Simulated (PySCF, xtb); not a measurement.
Al(OH)4 (AlH₄O₄), SMILES [OH][Al-]([OH])([OH])[OH], charge -1. One conformer was computed; it need not be the lowest.

Harmonic wavenumbers (cm⁻¹) from GFN2-xTB in xtb at its own minimum, in rising order: 149, 150, 197, 199, 213, 214, 236, 265, 305, 440, 460, 484, 485, 547, 659, 679, 680, 3767, 3772, 3772, 3773.

What does B3LYP-D3(BJ)/def2-SVPD in PySCF 2.14.0 give at its own minimum? (An estimate is asked for; the answer gives what the named calculation found.)

89, 154, 196, 211, 211, 264, 281, 281, 331, 588, 680, 680, 683, 692, 713, 784, 784, 3903, 3904, 3904, 3905. Paired by order, the mean absolute difference is 91 cm⁻¹ and the zero-point energies are 30.7 and 33.2 kcal/mol.
